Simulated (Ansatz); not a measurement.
System: C4H6O2, net charge 0, singlet state. 
Structure (B3LYP-D3(BJ)/def2-TZVP (Ansatz, an electronic-structure program) minimum search):
```
C
O 1 1.2079
C 1 1.5003 2 124.27
H 3 1.0870 1 109.70 2 0.00
H 3 1.0918 4 110.55 1 121.42
H 3 1.0918 4 110.55 5 117.17
C 1 1.5499 2 119.32 3 -180.00
O 7 1.2079 1 119.32 2 -180.00
C 7 1.5003 8 124.27 1 -180.00
H 9 1.0870 7 109.70 8 0.00
H 9 1.0918 10 110.55 7 -121.42
H 9 1.0918 10 110.55 11 -117.17
```
Charge 0, spin multiplicity 1.

Computed values are from Ansatz. Valence correlation only, unless marked. Open shells are spin-unrestricted. No spin-orbit coupling. Non-relativistic. CBS(X,Y): correlation extrapolated as X^-3; Hartree-Fock from the larger set. [CCSD(T)-MP2]/basis is that difference in the basis named.

| Property | Value |
|---|---|
| atomisation energy De | 5183.4 kJ/mol at RI-MP2/CBS(cc-pVTZ,cc-pVQZ)+[CCSD(T)-MP2]/cc-pVTZ |
| total energy | -306.1482 Eh at RI-MP2/CBS(cc-pVTZ,cc-pVQZ)+[CCSD(T)-MP2]/cc-pVTZ |
| dipole moment | 0.00 D at CCSD(T)/aug-cc-pVDZ |
| T1 diagnostic | 0.015 at CCSD/cc-pVTZ |
| measured enthalpy of formation, 298 K | -326.5 kJ/mol (Active Thermochemical Tables 1.112 (ions: stationary electron), as tabulated in the package chemicals) |
